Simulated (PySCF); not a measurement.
C3H10OSi2, SMILES CC(=O)[SiH2]C[SiH3]. Atoms are numbered in the order given.

```xyz
16

C      3.1527    -0.8055    -0.0109
C      1.9012     0.0346    -0.1417
O      1.9336     1.2116    -0.4783
Si     0.1463    -0.7332     0.2837
C     -1.1275     0.3586    -0.5710
Si    -2.8343     0.4442     0.2353
H      4.0554    -0.1941    -0.2053
H      3.2044    -1.2578     1.0027
H      3.1068    -1.6543    -0.7266
H      0.0163    -0.6787     1.7862
H      0.0504    -2.1799    -0.1288
H     -1.2305     0.0279    -1.6265
H     -0.6669     1.3719    -0.5964
H     -2.7169     0.9836     1.6355
H     -3.4526    -0.9274     0.3094
H     -3.7616     1.3363    -0.5474
```
Charge 0, spin multiplicity 1.

The structure is a stationary point at PBE-D3(BJ)/def2-SVP. This is a generated structure with no PubChem entry under its InChIKey; it may be hypothetical. Other conformers were not sampled.

Computed with PySCF with PBE-D3(BJ)/def2-SVP.

Frequencies are harmonic and unscaled.

| mode | ν (cm⁻¹) | IR (km/mol) | moving atoms (share of kinetic energy) |
|---|---|---|---|
| 1 | 28 | 0.4 | Si 44 %, C 27 %, H 24 % |
| 2 | 51 | 3.1 | H 34 %, C 30 %, O 23 %, Si 13 % |
| 3 | 89 | 2.7 | H 46 %, Si 27 %, C 16 %, O 11 % |
| 4 | 122 | 0.6 | H 94 % |
| 5 | 141 | 1.0 | H 70 %, C 19 % |
| 6 | 176 | 3.6 | Si 43 %, C 22 %, H 19 %, O 17 % |
| 7 | 248 | 2.4 | C 45 %, H 33 %, O 13 %, Si 9 % |
| 8 | 334 | 5.4 | H 48 %, C 31 %, O 11 %, Si 10 % |
| 9 | 413 | 6.5 | Si 38 %, O 32 %, H 18 %, C 11 % |
| 10 | 455 | 1.3 | H 86 %, C 9 % |
| 11 | 524 | 5.0 | H 66 %, Si 16 %, C 16 % |
| 12 | 545 | 2.3 | H 58 %, Si 24 %, C 16 % |
| 13 | 580 | 32.5 | H 42 %, C 36 %, O 15 % |
| 14 | 632 | 17.4 | H 82 %, C 12 % |
| 15 | 692 | 44.4 | H 42 %, C 37 %, Si 21 % |
| 16 | 757 | 89.0 | H 39 %, C 36 %, Si 26 % |
| 17 | 772 | 121.0 | H 74 %, C 18 % |
| 18 | 795 | 71.6 | H 67 %, C 26 % |
| 19 | 890 | 116.1 | H 92 % |
| 20 | 909 | 85.8 | H 87 % |
| 21 | 913 | 38.7 | H 75 %, C 18 % |
| 22 | 913 | 59.2 | H 79 %, C 14 % |
| 23 | 918 | 36.8 | H 97 % |
| 24 | 945 | 1.4 | H 56 %, C 42 % |
| 25 | 989 | 7.0 | H 96 % |
| 26 | 1040 | 135.0 | H 59 %, C 38 % |
| 27 | 1116 | 36.1 | C 66 %, H 31 % |
| 28 | 1295 | 39.8 | H 72 %, C 28 % |
| 29 | 1334 | 6.0 | H 93 % |
| 30 | 1370 | 13.9 | H 95 % |
| 31 | 1382 | 16.2 | H 96 % |
| 32 | 1720 | 107.8 | C 60 %, O 39 % |
| 33 | 2137 | 54.0 | H 97 % |
| 34 | 2148 | 82.2 | H 96 % |
| 35 | 2156 | 95.9 | H 98 % |
| 36 | 2161 | 122.8 | H 96 % |
| 37 | 2168 | 113.2 | H 96 % |
| 38 | 2959 | 1.1 | H 97 % |
| 39 | 2978 | 3.8 | H 95 % |
| 40 | 3044 | 1.4 | H 91 %, C 9 % |
| 41 | 3046 | 2.5 | H 91 %, C 9 % |
| 42 | 3087 | 9.1 | H 90 %, C 10 % |
